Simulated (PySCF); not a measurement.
Static polarisabilities and like-pair C6 coefficients by linear response at CAM-B3LYP/def2-SVPD (PySCF, frozen core in the response, non-relativistic, gas phase), PBE0-D3(BJ)/def2-SVP geometries, one conformer each; atomic units unless stated. Spin–orbit coupling is left out although an atom past zinc is present.

| label | species | α | C6 |
| --- | --- | --- | --- |
| P | `FC(F)(F)C(F)(F)Br` | 50.7 | 1305 |
| Q | `Nc1c(cccc1)OC` | 96.7 | 3552 |
| R | `CC[C@H]1CC=CO1` | 73.0 | 2338 |
| S | `C=C/C=C\COC` | 86.4 | 2745 |
| T | `CC[SiH](N)N` | 68.5 | 1932 |
| U | `C=CCCC(C)=O` | 77.2 | 2493 |

Question: Estimate the unlike-pair coefficients by the rule C6(AB) = 2·C6(AA)·C6(BB) / [C6(AA)·αB/αA + C6(BB)·αA/αB], and compare with the geometric mean, for PR, PS, QR, QS, RT, ST, SU and TU.

Answer: 
| pair | combination rule | geometric mean | ratio |
| --- | --- | --- | --- |
| PR | 1742 | 1747 | 0.997 |
| PS | 1868 | 1893 | 0.987 |
| QR | 2874 | 2882 | 0.997 |
| QS | 3122 | 3123 | 1.000 |
| RT | 2124 | 2125 | 0.999 |
| ST | 2300 | 2303 | 0.998 |
| SU | 2611 | 2616 | 0.998 |
| TU | 2195 | 2195 | 1.000 |

The rule is exact for one-pole polarisabilities and never exceeds the geometric mean; the two meet where both partners have the same effective excitation energy. These unlike-pair values are estimates, not computed integrals.
